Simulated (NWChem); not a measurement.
Molecule: C2H3F3O; SMILES FC(OC)(F)F

```xyz
9

C      0.0262     1.9451     0.0000
O      0.7690     0.7209     0.0000
C      0.0354    -0.4098     0.0000
F     -0.7735    -0.5062    -1.0881
F      0.8726    -1.4503     0.0000
F     -0.7735    -0.5062     1.0881
H     -0.6086     2.0229     0.9065
H     -0.6086     2.0229    -0.9065
H      0.7741     2.7572     0.0000
```
Atoms are numbered in this order, from 1.

Results from NWChem. Pople sets run with spherical d functions. Coordinates come from a PBE-D3(BJ)/def2-SVP optimisation. Atomic charges in e: unrestrained fits to the electrostatic potential beside Mulliken populations; buried atoms are poorly determined by the fit.

Q: Predict the results for Hartree-Fock/6-31G*. Quantities: ESP C1; Mulliken C1; ESP O2; Mulliken O2; ESP C3; Mulliken C3; ESP F4; Mulliken F4; ESP F5; Mulliken F5; relative RMS misfit of the potential (%).

A: 
| Property | Value |
|---|---|
| ESP C1 | 0.16 |
| Mulliken C1 | -0.21 |
| ESP O2 | -0.48 |
| Mulliken O2 | -0.66 |
| ESP C3 | 1.03 |
| Mulliken C3 | 1.53 |
| ESP F4 | -0.29 |
| Mulliken F4 | -0.43 |
| ESP F5 | -0.28 |
| Mulliken F5 | -0.40 |
| relative RMS misfit of the potential (%) | 24 |
